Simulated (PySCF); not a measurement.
Species: C₂H₁₂Si₄.
Atom-mapped SMILES: `[SiH3:1][CH2:2][SiH:3]1[SiH2:4][CH2:5][SiH2:6]1`

Structure used (GFN2-xTB), in Å, numbered top down from 1:
```xyz
18
C2H12Si4 angstrom
Si    -3.1205   -0.0707   -0.0996
C     -1.4999   -0.8537    0.5006
Si    -0.0057   -0.6674   -0.6792
Si     2.1235   -1.0286    0.2430
C      2.5188    0.8130   -0.1888
Si     0.8765    1.4844   -0.9561
H     -2.9125    1.3625   -0.3228
H     -4.1758   -0.2574    0.9020
H     -3.5355   -0.7090   -1.3505
H     -1.2358   -0.4207    1.4665
H     -1.6704   -1.9153    0.6849
H     -0.3663   -1.4353   -1.8908
H      2.2718   -1.2803    1.6847
H      3.0894   -1.9349   -0.3930
H      2.8284    1.3845    0.6851
H      3.3509    0.8905   -0.8876
H      0.3512    2.6099   -0.1693
H      1.1033    2.0348   -2.2996
```

NICS is the negative of the GIAO shielding at a point without a nucleus: at the ring centre (0) and 1 Å above and below it (1); zz is the component along the ring normal. Level: GIAO PBE0/pcSseg-1 (PySCF, non-relativistic, gas phase) on the GFN2-xTB geometry, one conformer.

Ring bond lengths (Å), with Mayer bond orders in brackets: Si3–Si4 2.348 (0.87), Si4–C5 1.932 (0.90), C5–Si6 1.933 (0.90), Si6–Si3 2.342 (0.86).

Problem. What do the NICS probes read (ppm)?

Solution. 
| ring | type | NICS(0) | NICS(1), two faces | NICS(1)zz, two faces | rms pucker (Å) | centre to ring atoms, mean (Å) |
| --- | --- | --- | --- | --- | --- | --- |
| Si3–Si4–C5–Si6 | 4-membered ring with 3 Si; formal bonds all single | 2.5 | -0.1 / -0.6 | 7.8 / 6.2 | 0.01 | 1.51 |

Problem. What do they say, and how far can they be read as aromaticity?

Solution. 
- Si3–Si4–C5–Si6: mean NICS(1)zz 7.0 ppm, deshielded. Si3, Si4, C5, Si6 have four or more neighbours, so the value isn't read as a sign of a π ring current.

Problem. At the first NICS(1) probe listed for ring Si3–Si4–C5–Si6, 1 Å off the ring, how large is the induced field along the normal in 11.7 T applied along it?

Solution. NICSzz × B0 = 7.8 ppm × 11.7 T = 91 μT, along the applied field.

Problem. Give the inner angles of the rings and the Hirshfeld charges of the ring atoms.

Solution. 
- Si3–Si4–C5–Si6: Si3 81.2° (+0.185 e), Si4 87.2° (+0.238 e), C5 104.2° (-0.253 e), Si6 87.4° (+0.239 e); sum 360.0° against 360° for a flat convex ring.
